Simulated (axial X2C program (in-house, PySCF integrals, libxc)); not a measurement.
## Potential curves of IrH⁺, with spin–orbit coupling

Computed with an in-house relativistic program for diatomic molecules. Two-component (2c) means X2C with spin–orbit coupling and atomic mean-field two-electron Coulomb and Gaunt terms. Basis: Ir dyall-v3z [13s14p9d6f2g], H dyall-v3z [6s2p1d] (cores contracted in-house); Gaussian nuclei, density fitting, unrestricted open shells. Masses: Ir 192.963 u, H 1.008 u.

State: Ω = 9/2 (⟨Sz⟩ = 1.44, ⟨Lz⟩ = 3.06 at B97-3). Energies in cm⁻¹ from the fragments at the same level (Ir+ + H). Fits are polynomials in 1 − R0/R over 0.85 to 1.23 times the lowest point R0.

```
 R (Å)   B97-3
1.3668  -21443
1.4296  -23939
1.4767  -25054
1.5239  -25656
1.5710  -25840
1.6260  -25637
1.6810  -25080
1.7517  -23980
1.8381  -22230
1.9637  -19232
```

One determinant describes the state; a PBE0 search over occupations chose it and may have missed a lower one. De is counted from the lowest determinant-based energies of the atoms at the same level, without counterpoise correction. Density functionals use the spin component along the axis (collinear). The functionals have no current-density term, which raises determinants with orbital currents, atoms included. With several unpaired electrons one determinant need not be a pure state. The lowest spin-free determinant has another configuration (M_S = 3/2, Λ = 0), so the order of states is uncertain and this need not be the ground state.

Task: Fit the B97-3 curve near its minimum: give the equilibrium distance, the harmonic wavenumber and the well depth.

Result: At B97-3, 2c: Re = 1.572 Å, ωe ≈ 2250 cm⁻¹, De = 3.20 eV to Ir+ + H; Be follows as 6.81 cm⁻¹.
